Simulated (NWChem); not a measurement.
# CdSiH₄; SMILES [SiH3][CdH]

All runs: NWChem. Geometry: optimised at PBE0/def2-SVP. No frequency run checked for a minimum. def2 effective core potentials on Cd; no spin-orbit coupling. Ions are spin-unrestricted doublets at the neutral geometry; other ion states weren't tried.

Task: Estimate the computed values for PBE/def2-SVP. Quantities: vertical ionisation energy, ΔSCF (eV); −ε(HOMO) (eV).

Result: 
```
Property                               Value
-------------------------------------  -----
vertical ionisation energy, ΔSCF (eV)   9.07
−ε(HOMO) (eV)                           6.14
```
